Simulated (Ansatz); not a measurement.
This geometry of BH$_{3}$NOS (7 atoms, charge -1, multiplicity 1) is a first-order saddle point.

Level of theory: RKS B3LYP/STO-3G (Ansatz).

```xyz
7
Properties=species:S:1:pos:R:3
N -0.640 1.096 0.255
B 0.129 -0.214 0.118
O 1.447 -0.378 0.316
S -0.524 -1.876 -0.250
H -0.007 1.907 0.005
H -1.397 1.158 -0.481
H 0.993 -1.693 0.038
```

Task: Which two structures does it join? (They come from a converged band through this point; their orientation in space is the band's.)

Result: Bonds broken: O3–H7. Bonds formed: S4–H7.

First end point:

```xyz
7
Properties=species:S:1:pos:R:3
N -0.604 1.009 0.249
B -0.089 -0.424 0.035
O 1.339 -0.374 0.316
S -0.985 -1.785 -0.378
H 0.124 1.721 -0.048
H -1.414 1.207 -0.398
H 1.629 -1.353 0.225
```

Last end point:

```xyz
7
Properties=species:S:1:pos:R:3
N -0.708 1.068 0.253
B 0.426 -0.012 0.223
O 1.650 0.153 0.490
S -0.434 -1.688 -0.233
H -0.267 2.002 0.003
H -1.366 0.914 -0.566
H 0.699 -2.437 -0.169
```

Task: How far does it lie above each of them?

Result: 1.11 eV above the first and 1.39 eV above the second. This is the barrier of this one path; another mechanism may lie lower. The orbitals stay closed-shell, which can raise the energy where a bond breaks towards radicals; this wasn't checked here. Limits of this set-up: minimal basis, an anion without diffuse functions, the dipole of an ion depends on the origin.

Time of the run: 2.3 min on 1 thread of Arm Neoverse V1 (shared host), peak memory 0.087 GiB.
